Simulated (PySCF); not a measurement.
SMILES C#Cc1cccc(C#N)c1 (C₉H₅N), singlet, GFN2-xTB optimised geometry.

```
15

C     -2.71    -2.35     0.00
C     -2.11    -1.32     0.00
C     -1.40    -0.09     0.00
C     -2.10     1.12     0.00
C     -1.41     2.32     0.00
C     -0.02     2.33     0.00
C      0.67     1.12     0.00
C      2.09     1.12     0.00
N      3.24     1.13     0.00
C     -0.01    -0.09     0.00
H     -3.24    -3.26     0.00
H     -3.18     1.11     0.00
H     -1.95     3.25     0.00
H      0.52     3.26     0.00
H      0.53    -1.02     0.00
```

Density from PySCF with CAM-B3LYP/def2-TZVP at that geometry.

Minimum of the electron density along straight lines between bonded atoms, close to the bond critical point (lines longer than 1.1 times the sum of covalent radii, or with two minima, are not listed):

```tsv
bond	length / Å	ρ at the minimum / e bohr⁻³	∇²ρ there / e bohr⁻⁵	position (fraction from the first atom)
C1–C2	1.200	0.421	-1.21	0.49
C2–C3	1.416	0.300	-0.90	0.53
C3–C4	1.396	0.318	-0.95	0.51
C4–C5	1.383	0.326	-0.99	0.50
C5–C6	1.383	0.326	-0.99	0.50
C6–C7	1.396	0.317	-0.94	0.49
C7–C8	1.415	0.297	-0.91	0.46
C8–N9	1.146	0.504	-0.20	0.35
C3–C10	1.392	0.321	-0.96	0.50
C7–C10	1.392	0.320	-0.95	0.51
C1–H11	1.049	0.301	-1.16	0.66
C4–H12	1.080	0.291	-1.06	0.65
C5–H13	1.080	0.290	-1.05	0.65
C6–H14	1.080	0.291	-1.06	0.65
C10–H15	1.080	0.291	-1.07	0.65
```
